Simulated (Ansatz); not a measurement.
Species: CH$_{7}$Si$_{2}$ (charge 0, doublet). It need not be the lowest isomer of its formula. 
Geometry from a B3LYP-D3(BJ)/def2-TZVP (Ansatz, a quantum-chemistry and plane-wave program) optimisation:
```xyz
10

C     -2.0517    -0.2524     0.1886
Si    -0.4879     0.7121    -0.2432
Si     1.4933    -0.4883     0.0474
H     -2.0820    -0.4757     1.2587
H     -2.9448     0.3228    -0.0606
H     -2.0900    -1.1966    -0.3563
H     -0.4643     2.0140     0.4801
H      2.6492     0.3457    -0.3618
H      1.7089    -0.9257     1.4534
H      1.4571    -1.7036    -0.8036
```
Charge 0, spin multiplicity 2.

Quantity: atomisation energy (electronic, to ground-state atoms), in eV. Correlated levels leave the core frozen unless marked. Open shells are spin-unrestricted. No spin-orbit coupling. Non-relativistic. The coupled-cluster limit lacks core correlation, which all-electron functionals hold. CBS(X,Y): correlation extrapolated as X^-3; Hartree-Fock from the larger set.

| level | program | atomisation energy (eV) |
|---|---|---|
| revPBE-D3(BJ)/def2-TZVPD | Ansatz + dftd3 | ? |
| r2SCAN-D3(BJ)/def2-TZVPD | Ansatz + dftd3 | 32.46 |
| B97M-V/def2-TZVPD | Ansatz | ? |
| HSE06-D3(BJ)/def2-TZVPD | Ansatz + dftd3 | 32.20 |
| CCSD(T)/CBS(aug-cc-pV(T+d)Z,aug-cc-pV(Q+d)Z) | Ansatz | 32.33 |

### Question
Complete the blanks.

### Answer

- revPBE-D3(BJ)/def2-TZVPD, atomisation energy (eV): 31.79
- B97M-V/def2-TZVPD, atomisation energy (eV): 32.49
